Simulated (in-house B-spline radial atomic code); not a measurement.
## RPA and G0W0 on LDA VWN5: neutral cadmium

Configuration [Kr] 4d10 5s2, mean-field start LDA VWN5. Computed with an all-electron radial atomic-structure program (B-spline basis): all electrons, scalar-relativistic (spin-free one-electron X2C), finite nucleus, each spin shell either full or empty, empty states to l = 9 with an (l + 1/2)⁻⁴ tail; G0W0 by contour deformation at full frequency.

Command:
```bash
python run_gw.py task.json out
```
Settings (radii: box in bohr, nucleus in fm):
```
Z                        48
electrons                48
configuration            [Kr] 4d10 5s2
hamiltonian              x2c
method                   lda,vwn
lmax                     9
rms_radius               4.6087
spin_polarised           False
box_radius               40
intervals                72
ion_configuration        [Kr] 4d10 5s1
```

Cost of the run: 8.7 s on 1 thread of Arm Neoverse V2, on a shared host.

Energies (hartree):

```json
{"term": "mean-field total", "value": "-5588.40400"}
{"term": "Hartree-Fock functional on these orbitals", "value": "-5591.32916"}
{"term": "direct second order", "value": "-4.4507"}
{"term": "second-order exchange", "value": "1.2269"}
{"term": "SOSEX correction", "value": "1.1109"}
```

Q: What is the RPA correlation energy, and what remains with SOSEX?

A: RPA gives -3.779 hartree (-2.14 eV per electron); RPA + SOSEX gives -2.6681, and the second-order doubles -3.2237 hartree (no singles). SOSEX takes back 29 % of the RPA value.

Quasi-particle levels (eV):

| level | occupied | mean field | Σx - vxc | Σc | QP weight | G0W0 |
| --- | --- | --- | --- | --- | --- | --- |
| 5s | yes | -5.949 | -1.71 | ? | ? | ? |
| 5p | no | -1.327 | 3.10 | -1.05 | 0.910 | 0.724 |

G0W0 = mean field + (Σx - vxc) + Σc, with Σc (partial-wave tail included) taken at the quasi-particle energy. Only the outer levels were computed. Levels of low weight are left out. An empty level above zero is unbound and depends on the box.

Q: Where does G0W0 put 5s?

A: At -9.133 eV, with Σc = -1.48 eV and a quasi-particle weight of 0.846. The tabulated removal energy is 8.994 eV (NIST, measured); the calculation leaves out spin-orbit coupling, Breit and QED terms, and what these don't explain is the method's own error.

Q: What does it cost to remove one electron (to [Kr] 4d10 5s1) by differences of total energies, each species on its own start (correlation terms add to the Hartree-Fock functional)?

A: LDA VWN5 9.407 eV, Hartree-Fock functional 7.192 eV, + RPA 9.356 eV, + RPA + SOSEX 8.840 eV, + second order 10.589 eV. Tabulated: 8.994 eV (NIST, measured); the calculation leaves out spin-orbit coupling, Breit and QED terms, and what these don't explain is the method's own error.
